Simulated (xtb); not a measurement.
H$_{4}$Sn, charge +1, doublet, at a GFN2-xTB geometry (such geometries of metal compounds can be far from the true shape) (a state made from the parent by changing its charge; the spin is typed, not shown lowest).

xtb was given this input:
```
$ xtb mol.xyz --gfn 2 --chrg 1 --uhf 1 --json

# file mol.xyz
5

Sn    -0.00000000     0.00000000     0.00000000
H     -0.83556149     1.27089269    -0.83469882
H     -0.20930557    -1.21031996    -1.22530410
H     -0.18607163    -1.06230516     1.35902114
H      1.23093869     1.00173242     0.70098178
```

**Question.** What is the computed partial charges in atom order (GFN2-xTB (xtb))?

**Answer.** Sn1 0.16, H2 0.21, H3 0.21, H4 0.21, H5 0.21

**Question.** What is the computed total energy (GFN2-xTB)?

**Answer.** -3.5518 Eh
